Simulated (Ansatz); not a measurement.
Ansatz (a quantum-chemistry and plane-wave program) input (SVWN5/def2-TZVPD):

Ansatz 0.2 input:
```yaml
crystal:
  periodic: [false, false, false]
  atoms:
    - {symbol: Ti, position_ang: [0.00000000, 0.00000000, 0.00000000]}
    - {symbol: I, position_ang: [2.14965386, -0.59836642, -1.44655066]}
    - {symbol: I, position_ang: [0.85456811, 0.44616987, 2.47834797]}
    - {symbol: I, position_ang: [-1.23873894, 2.14010235, -0.97828965]}
    - {symbol: I, position_ang: [-1.76548303, -1.98790581, -0.05350766]}
basis:
  gaussian:
    orbitals: def2-TZVPD
hamiltonian:
  xc: {name: SVWN5}
total_charge: -1
magnetization: {spin_polarized: true, initial_magnetization: 1}
output: {forces: true}
```

Output:

```
Functional definition: SVWN5
integrals: 0.40 GiB planned
2082 factors; their error is unknown
mean field: 2.46 GiB planned
mean field evaluation 1: about -55417.0663 eV, gradient 6.3e1 eV
mean field evaluation 2: about -55346.0273 eV, gradient 1.2e2 eV
mean field evaluation 4: about -55427.4486 eV, gradient 2.7e1 eV
mean field evaluation 8: about -55429.9595 eV, gradient 3.3e0 eV
mean field evaluation 16: about -55429.9580 eV, gradient 3.3e0 eV
mean field evaluation 32: about -55430.0068 eV, gradient 3.6e-1 eV
mean field evaluation 64: about -55429.9875 eV, gradient 3.2e-1 eV
mean field evaluation 96: about -55429.9846 eV, gradient 1.6e-6 eV
mean field evaluation 128: about -55429.5153 eV, gradient 9.9e-2 eV
mean field evaluation 160: about -55429.9409 eV, gradient 3.3e0 eV
mean field evaluation 192: about -55429.9846 eV, gradient 5.0e-2 eV
mean field evaluation 224: about -55429.9959 eV, gradient 1.5e-2 eV
mean field -55430.00755487 eV, -2037.0152058330 hartree, gradient 8.0e-8 eV, S^2 0.760154; 13 other end points of the search recorded, 0 dependent functions left out
the calculation of the forces begins
reference -55430.00761883 eV, -2037.0152081833 hartree; 62, 61 occupied and 222, 223 virtual orbitals, 2082 factors
Total energy: -55430.00761883 eV, -2037.0152081833 hartree
Atom 0 at     0.000000     0.000000     0.000000 Å, force    -0.000000     0.000000    -0.000000 eV/Å
Atom 1 at     2.149654    -0.598366    -1.446551 Å, force    -0.421690     0.115491     0.275336 eV/Å
Atom 2 at     0.854568     0.446170     2.478348 Å, force    -0.172634    -0.085382    -0.479456 eV/Å
Atom 3 at    -1.238739     2.140102    -0.978290 Å, force     0.246513    -0.411981     0.190982 eV/Å
Atom 4 at    -1.765483    -1.987906    -0.053508 Å, force     0.347810     0.381872     0.013138 eV/Å
Dipole moment:     0.000000    -0.000000     0.000000 e Å
```

The spin state was set by rule; other spins were not relaxed.
